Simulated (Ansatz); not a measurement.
Cost and result for the atomization energy of GeH$_{2}$O, SMILES `[OH][GeH]` (4 atoms, 3 bonds).

Total charge 0; spin multiplicity 1. Correlated methods include outer-core shells of Ge, which these sets cover unevenly. Scalar relativity is left out up to krypton. The structure was optimised at the PBE0-D4/def2-TZVP level. Program: Ansatz. Hardware: A = 2 threads of an AMD EPYC 7R13 on a shared host; B = 2 threads of an AMD EPYC 7R13 on a shared host and a share of an NVIDIA H100 80 GB. Times are those of one run each, without the atoms' runs, and a repeat can differ threefold. Electronic energies, without spin–orbit coupling; frozen cores. CCSD(T)/CBS adds CCSD(T) − MP2 in def2-TZVPP to the MP2 limit, and its time is that of the two runs behind it. T1 = 0.016. With those shells the extrapolation isn't a true limit. B3LYP takes the VWN-RPA correlation (the form of Gaussian; ORCA's B3LYP/G). HSE06 is the plane-wave form, built on full-range PBE exchange.

CCSD(T)/CBS is a level of theory with its own doubt, some kJ/mol a heavy atom from the limit and from the frozen cores, so smaller differences don't rank the functionals.

```
                                level  functions  wall time  atomization (kJ/mol)  difference from CCSD(T)/CBS  per bond
           LDA (SPW92)/def2-TZVPP [A]        107     0.51 s                1376.4                        187.1      62.4
              BHLYP-D4/def2-TZVPP [A]        107     0.76 s                1113.1                        -76.2     -25.4
  PBE-D4/def2-TZVPP (with forces) [A]        107     0.88 s                1196.8                          7.5       2.5
                 CCSD(T)/def2-SVP [A]         56      1.1 s                1075.7                       -113.6     -37.9
              HSE06-D4/def2-TZVPP [A]        107      1.1 s                1150.5                        -38.8     -12.9
B3LYP-D4/def2-TZVPP (with forces) [A]        107      1.2 s                1174.9                        -14.4      -4.8
          CAM-B3LYP-D4/def2-TZVPP [A]        107      1.2 s                1178.8                        -10.5      -3.5
                B2PLYP/def2-TZVPP [A]        107      1.5 s                1164.5                        -24.8      -8.3
            r2SCANh-D4/def2-TZVPP [A]        107      1.9 s                1157.0                        -32.3     -10.8
               CCSD(T)/def2-QZVPP [B]        206        2 s                1173.5                        -15.8      -5.3
                B97M-V/def2-TZVPP [A]        107      2.8 s                1185.1                         -4.2      -1.4
               CCSD(T)/def2-TZVPP [A]        107      5.5 s                1149.2                        -40.1     -13.4
                    CCSD(T)/CBS(def2)          –      7.6 s                1189.3                          0.0       0.0
```

In def2-TZVPP, CCSD(T) changes the Hartree–Fock value by +395.3 kJ/mol (the triples alone add +24.0 kJ/mol) and MP2 by +410.5 kJ/mol; breaking electron pairs costs correlation energy, which Hartree–Fock lacks. From r2SCAN to r2SCAN0 (25 % exact exchange), in def2-TZVPP and without D4, the atomization energy moves by −41.2 kJ/mol: exact exchange takes away binding that semilocal exchange gives to molecules. The D4 term adds +7.1 kJ/mol with B3LYP and +3.6 kJ/mol with PBE0; it sums over pairs of atoms, weighted by their polarisabilities, and B3LYP, whose exchange is more repulsive, gets the larger term.
